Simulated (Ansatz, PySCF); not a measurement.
Gas-phase reaction in SMILES: N#P [azanylidynephosphane] -> N#P as triplet, charge 0
Structures are relaxed separately at B3LYP-D3(BJ)/def2-TZVP in Ansatz (an electronic-structure program). Frequencies are from Ansatz or PySCF. Unstable Hartree-Fock reference: N#P. Markedly spin-contaminated UHF reference, which strains HF, MP2 and, less, CCSD(T): N#P as triplet, charge 0. High T1 diagnostic, so coupled cluster is less sure: N#P as triplet, charge 0. A spin state is the lowest found, not a proven ground state.

Property: adiabatic triplet-singlet gap (0 K, with B3LYP-D3(BJ) harmonic zero-point energies), in eV. Correlated levels leave the core frozen unless marked. Open shells are spin-unrestricted. Spin-orbit coupling is left out. No relativistic terms. CBS(X,Y): correlation extrapolated as X^-3; Hartree-Fock from the larger set (for Q and 5 zeta extrapolated as (X+1)exp(-9√X)).

```json
[
 {"level": "PBE-D3(BJ)/def2-TZVPD", "program": "Ansatz + dftd3", "adiabatic triplet-singlet gap (eV)": "3.33"},
 {"level": "B3LYP-D3(BJ)/def2-TZVPD", "program": "Ansatz + dftd3", "adiabatic triplet-singlet gap (eV)": "3.24"},
 {"level": "B3LYP/def2-TZVPD", "program": "Ansatz", "adiabatic triplet-singlet gap (eV)": "3.24"},
 {"level": "PBE0-D4/def2-TZVP", "program": "Ansatz + dftd4", "adiabatic triplet-singlet gap (eV)": "[?]"},
 {"level": "BHLYP/def2-TZVPD", "program": "Ansatz", "adiabatic triplet-singlet gap (eV)": "[?]"},
 {"level": "wB97X-V/def2-TZVPD", "program": "Ansatz", "adiabatic triplet-singlet gap (eV)": "[?]"},
 {"level": "CCSD/cc-pV(D+d)Z", "program": "Ansatz", "adiabatic triplet-singlet gap (eV)": "3.30"},
 {"level": "CCSD(T)/CBS(cc-pV(Q+d)Z,cc-pV(5+d)Z)", "program": "Ansatz", "adiabatic triplet-singlet gap (eV)": "[?]"}
]
```

**Question.** Complete the blanks.

**Answer.** 
- PBE0-D4/def2-TZVP, adiabatic triplet-singlet gap (eV): 3.13
- BHLYP/def2-TZVPD, adiabatic triplet-singlet gap (eV): 2.95
- wB97X-V/def2-TZVPD, adiabatic triplet-singlet gap (eV): 3.31
- CCSD(T)/CBS(cc-pV(Q+d)Z,cc-pV(5+d)Z), adiabatic triplet-singlet gap (eV): 3.53
